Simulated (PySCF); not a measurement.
CH₃Cl₃SSi, SMILES CS[Si](Cl)(Cl)Cl.

Geometry optimised at B3LYP-D3(BJ)/def2-SVP. The structure was generated by enumeration, and PubChem lists no compound with its InChIKey, so it may never have been made. Other conformers were not sampled.

Two levels are set side by side: TDA-PBE/def2-SVPD (PySCF) and TDA-LC-ωPBE/def2-SVPD (PySCF). Vertical, same geometry. The lowest singlet is HOMO→LUMO 99 % with PBE and HOMO→LUMO 55 %, HOMO→LUMO+1 24 % with the other functional; states are paired by order. Differences are taken from unrounded values.

```csv
quantity,TDA-LC-ωPBE
lowest singlet excitation (eV),5.77
lowest triplet excitation (TDA) (eV),5.30
first bright state (f over 0.05) (eV),8.14
its oscillator strength,0.13
```

Task: What does TDA-PBE give, and how far is it from TDA-LC-ωPBE? (The exact figures need the calculation; the answer reports its results.)

Result: 
```json
[
 {"quantity": "lowest singlet excitation (eV)", "TDA-PBE": "4.73", "TDA-PBE minus TDA-LC-ωPBE": "-1.04"},
 {"quantity": "lowest triplet excitation (TDA) (eV)", "TDA-PBE": "4.46", "TDA-PBE minus TDA-LC-ωPBE": "-0.84"},
 {"quantity": "first bright state (f over 0.05) (eV)", "TDA-PBE": "6.70", "TDA-PBE minus TDA-LC-ωPBE": "-1.44"},
 {"quantity": "its oscillator strength", "TDA-PBE": "0.15", "TDA-PBE minus TDA-LC-ωPBE": "0.02"}
]
```

Functionals without exact exchange tend to place singlet excitations lower, as here. Differences between two approximate levels are no errors against the true value.

Rough cost on one machine, each run with all the roots and properties that it gave: TDA-LC-ωPBE against TDA-PBE about 4 times.
